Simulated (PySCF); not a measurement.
Positional isomers: butadiene methyl+boryl. Gas-phase values, no solvent. One relaxed conformer stands for each flexible species; it need not be the lowest. Strings in code marks are SMILES.

The four lowest singlet excitations (Tamm–Dancoff). Computed with PySCF with PBE-D3(BJ)/def2-TZVP // CAM-B3LYP-D3(BJ)/def2-TZVP. Excitations are Tamm–Dancoff values on a coarser integration grid. The basis has no diffuse functions, so Rydberg states are missing or too high.

```json
[
 {"state": "S1", "energy (eV)": "3.57", "wavelength (nm)": "347", "oscillator strength": "0.033"},
 {"state": "S2", "energy (eV)": "4.75", "wavelength (nm)": "261", "oscillator strength": "0.019"},
 {"state": "S3", "energy (eV)": "5.06", "wavelength (nm)": "245", "oscillator strength": "0.003"},
 {"state": "S4", "energy (eV)": "5.61", "wavelength (nm)": "221", "oscillator strength": "0.226"}
]
```

Problem. Which member gives these states?
(A) `B/C=C\C(=C)C`
(B) `B/C=C(/C)C=C`
(C) `BC(=C)/C=C\C`
(D) `B/C=C/C(=C)C`

Solution. C, `BC(=C)/C=C\C`
